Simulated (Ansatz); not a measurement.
Saddle point of BSi2NH7Cl3, singlet (Si₂NH₇ ([SiH3][NH][SiH3]) + BCl₃ ([Cl][B]([Cl])[Cl]) → BSi₂NH₆Cl₂ ([SiH3][N]([SiH3])[B]([Cl])[Cl]) + HCl; bonds formed: Cl2–H5; dative contacts that become bonds: B1–N6; bonds broken: B1–Cl2, H5–N6), PBE0-D4/def2-TZVP structure:

| atom | x (Å) | y (Å) | z (Å) |
| --- | --- | --- | --- |
| B1 | -0.6417 | -0.4683 | -1.3131 |
| Cl2 | 1.0219 | 0.9681 | -2.4123 |
| Cl3 | -0.2638 | -2.0911 | -1.8785 |
| Cl4 | -2.1928 | 0.2300 | -1.7633 |
| H5 | 0.7511 | 0.6671 | -0.8901 |
| N6 | 0.0367 | 0.0333 | -0.0617 |
| Si7 | -0.8530 | 1.2544 | 0.9102 |
| Si8 | 1.1161 | -1.1198 | 0.7940 |
| H9 | 0.0416 | 1.5770 | 2.0450 |
| H10 | -1.0827 | 2.4462 | 0.0714 |
| H11 | -2.1131 | 0.6613 | 1.4073 |
| H12 | 2.2050 | -1.5121 | -0.1211 |
| H13 | 1.6505 | -0.3679 | 1.9522 |
| H14 | 0.3242 | -2.2785 | 1.2601 |

Energies are electronic, without zero-point energy. Barriers and step energies count from the start structure reached by relaxing down the imaginary mode; all methods use the PBE0-D4 structures, on which another method's saddle can fall below an end. Ansatz 0.2.0; basis: def2-TZVPP, with def2-QZVPP for the basis limit; cores frozen in the correlated methods. B3LYP uses VWN-RPA correlation. Extrapolation: Hartree–Fock as exp(−7.88 √X), correlation as X^−2.97.

| method | barrier (eV) | step energy (eV) |
| --- | --- | --- |
| SPW92 | 1.006 | 0.544 |
| PBE-D4 | 1.026 | 0.297 |
| BLYP-D4 | ? | 0.121 |
| r2SCAN-D4 | 1.087 | 0.273 |
| B97M-V | 1.207 | 0.172 |
| PBE0-D4 | 1.185 | 0.348 |
| B3LYP-D4 | ? | 0.161 |
| r2SCAN0-D4 | 1.209 | 0.320 |
| BHLYP-D4 | 1.298 | 0.206 |
| CAM-B3LYP-D4 | 1.210 | 0.188 |
| wB97X-V | 1.313 | 0.323 |
| wB97M-V | 1.284 | 0.322 |
| B2PLYP | 1.164 | 0.130 |
| PBE-QIDH | 1.282 | 0.364 |
| RPA on PBE | 1.240 | 0.171 |
| HF | ? | -0.085 |
| MP2 | 1.253 | 0.322 |
| CCSD | 1.334 | 0.188 |
| CCSD(T) | 1.271 | 0.224 |

Problem. Fill in the withheld barriers. (To be estimated.)

Solution. By the calculation: BLYP-D4 0.995; HF 1.445; B3LYP-D4 1.123 eV. Each is the energy of the saddle less that of the start structure, by the same method.

For comparison, the barrier by CCSD(T) at an estimated basis limit (MP2 extrapolated from triple and quadruple zeta, plus CCSD(T) − MP2 in triple zeta) is 1.290 eV.

No T1 diagnostic of these runs exceeds 0.012.

The step is the kind of exchange with an N–H group that builds nitride films in atomic layer and chemical vapour deposition. Here a small cluster stands in for the surface site.

Labels in which every atom is bracketed show which atoms are joined, not bond orders.

For scale, one of the runs: CCSD(T)/def2-TZVPP, 370 basis functions, launched by `ansatz run in.yaml --threads 4 --pin off --events-out ev --progress --plain --max-ram 66560MiB --backend cuda --devices 0, --max-vram 37GiB`. Hardware: 4 CPU threads of an AMD EPYC 7R13 and a share of one NVIDIA H100, shared host. Wall time 16 s; peak host memory 0.9 GiB.
